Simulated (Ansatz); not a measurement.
Input file for FGeH$_{2}$O$_{2}$ (`[OH][Ge]([OH])[F]`) radical:

```yaml
crystal:
  periodic: [false, false, false]
  atoms:
    - {symbol: O, position_ang: [-0.639754, 1.341488, -0.464064]}
    - {symbol: Ge, position_ang: [0.211372, -0.204776, -0.465624]}
    - {symbol: O, position_ang: [1.220457, -0.112458, 0.979163]}
    - {symbol: F, position_ang: [-0.962196, -1.482700, -0.231541]}
    - {symbol: H, position_ang: [-1.362661, 1.364180, -1.098200]}
    - {symbol: H, position_ang: [1.574882, -0.969634, 1.234066]}
basis:
  gaussian: {orbitals: def2-TZVPP}
magnetization: {spin_polarized: true, initial_magnetization: 1}
correlation: {method: ccsd_t}
scf: {omitted_lower_state_checks: [cluster_reference]}
output: {orbitals: {seedname: orbitals}}
```

```sh
$ ansatz run in.yaml --threads 2 --pin off --events-out ev --progress --plain --max-ram 22528MiB --backend cuda --devices 0, --max-vram 18GiB
```

Output of Ansatz, abridged:

```
Functional definition: HF
1097 factors; integrals over basis functions are off by at most 8.2e-4 eV
mean field evaluation 1: about -63285.0625 eV, gradient 3.8e1 eV
mean field evaluation 2: about -63285.0677 eV, gradient 3.8e1 eV
mean field evaluation 4: about -63290.3377 eV, gradient 2.9e0 eV
mean field evaluation 8: about -63290.4460 eV, gradient 2.1e-1 eV
mean field -63290.44706526 eV, -2325.8810298426 hartree, gradient 4.3e-6 eV, S^2 0.758514; 0 other end points of the search recorded, 0 dependent functions left out
12 core orbitals not correlated: weight in the atoms' cores, before any rotation towards them, 1.000 or more for the frozen orbitals, at most 0.000 for the correlated occupied ones
reference -63290.44706526 eV, -2325.8810298426 hartree; 18, 17 occupied and 139, 140 virtual orbitals, 1097 factors
second order -26.19556341 eV of doubles, -0.00000000 eV of singles
cycle   1  -25.36891270 eV  change    8.3e-1 eV  update   1.2e-1
cycle   2  -26.00279853 eV  change   -6.3e-1 eV  update   3.6e-2
cycle   3  -26.14713972 eV  change   -1.4e-1 eV  update   2.0e-2
cycle   4  -26.13424977 eV  change    1.3e-2 eV  update   6.5e-3
cycle   5  -26.12915504 eV  change    5.1e-3 eV  update   3.4e-3
cycle   6  -26.13146592 eV  change   -2.3e-3 eV  update   1.3e-3
cycle   7  -26.13170687 eV  change   -2.4e-4 eV  update   5.9e-4
cycle   8  -26.13169690 eV  change    1.0e-5 eV  update   2.3e-4
cycle   9  -26.13173608 eV  change   -3.9e-5 eV  update   1.0e-4
cycle  10  -26.13170066 eV  change    3.5e-5 eV  update   4.6e-5
cycle  11  -26.13170309 eV  change   -2.4e-6 eV  update   2.1e-5
perturbative correction -0.92135678 eV, -0.0338592373 hartree
Total energy: -63317.50012514 eV, -2326.8752114559 hartree
Checks for a lower state left out: cluster_reference
```

Hardware: 2 threads of an AMD EPYC 7R13 on a shared host and a share of an NVIDIA H100 80 GB. Wall time 4.5 s, peak host memory 0.8 GiB.

MP2 recovers 96.8 % of the CCSD(T) correlation energy and the triples give 3.4 %; T1 = 0.0150.
